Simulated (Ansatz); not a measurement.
```xyz
5

Si    0.352   -0.704    0.181
Se   -1.238    0.917    0.275
H     1.401   -0.369   -0.825
H     0.943   -0.742    1.547
H    -1.457    0.898   -1.177
```

Charge 0, multiplicity 2.

Q: List the CAM-B3LYP/def2-TZVPP orbital energies in eV (Ansatz 0.2.0). (Best estimate.)

A: Computed: α occupied: -12353.00, -1801.70, -1582.19, -1420.40, -1420.37, -1420.33, -214.79, -158.90, -158.81, -158.66, -146.21, -101.62, -101.52, -101.47, -59.72, -59.69, -59.57, -59.50, -59.48, -21.73, -16.39, -12.73, -11.42, -10.68, -9.22, -7.18. α empty: 0.84, 0.99, 2.03, 2.50, 4.83, 4.96, 5.34, 5.46. β occupied: -12352.99, -1801.61, -1582.18, -1420.39, -1420.36, -1420.32, -214.77, -158.89, -158.79, -158.63, -146.10, -101.47, -101.41, -101.34, -59.71, -59.68, -59.55, -59.47, -59.45, -21.59, -15.81, -12.61, -11.22, -10.36, -8.71. β empty: -1.77, 0.96, 1.15, 2.37, 2.72, 4.89, 5.03, 5.50. ⟨S²⟩ = 0.754.
